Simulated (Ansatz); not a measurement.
The cluster Cs₂F₃. The state is a doublet with charge 0. Geometry r2SCAN-D4/def2-SVP.

```xyz
5

Cs    1.364   -0.364    1.444
Cs   -1.364    0.361   -1.444
F     0.889    1.598   -0.438
F     0.477   -1.608   -0.855
F    -1.366    0.013    1.293
```

In the def2 sets Cs takes a core potential; there is no spin–orbit coupling. LC-ωPBE has ω = 0.4 bohr⁻¹. Another isomer (doublet) lies 0.81 eV lower at PBE0-D4/def2-TZVP; other spin states weren't run for this one.

(1) Estimate the α-spin orbital energies around the gap (eV) in Ansatz with PBE-D4/def2-TZVP, r2SCAN-D4/def2-TZVP, PBE0-D4/def2-TZVP, BHLYP-D4/def2-TZVP, LC-ωPBE/def2-TZVP.

Results:

(1) 
```tsv
orbital	PBE-D4/def2-TZVP	r2SCAN-D4/def2-TZVP	PBE0-D4/def2-TZVP	BHLYP-D4/def2-TZVP	LC-ωPBE/def2-TZVP
HOMO−9	-11.97	-12.39	-13.47	-14.71	-16.40
HOMO−8	-7.72	-8.25	-9.94	-13.85	-12.82
HOMO−7	-7.71	-8.25	-9.92	-13.75	-12.76
HOMO−6	-7.49	-8.04	-9.73	-12.48	-12.55
HOMO−5	-6.98	-7.40	-9.04	-12.37	-11.88
HOMO−4	-6.98	-7.39	-9.03	-12.25	-11.84
HOMO−3	-6.89	-7.30	-8.96	-12.25	-11.82
HOMO−2	-6.88	-7.29	-8.95	-8.65	-11.78
HOMO−1	-6.85	-7.29	-8.91	-8.56	-11.71
HOMO	-6.85	-7.28	-8.90	-8.52	-11.71
LUMO	-0.80	-0.19	-0.37	-0.19	0.33
LUMO+1	-0.54	-0.01	-0.19	-0.06	0.38
LUMO+2	0.27	0.69	0.56	0.62	0.99
LUMO+3	0.27	0.70	0.56	0.64	0.99
LUMO+4	0.37	0.74	0.63	0.69	1.09
LUMO+5	0.39	0.74	0.63	0.71	1.10
β HOMO	-6.52	-6.62	-7.34	-8.08	-9.60
β LUMO	-6.35	-6.37	-5.94	-5.45	-4.86
```
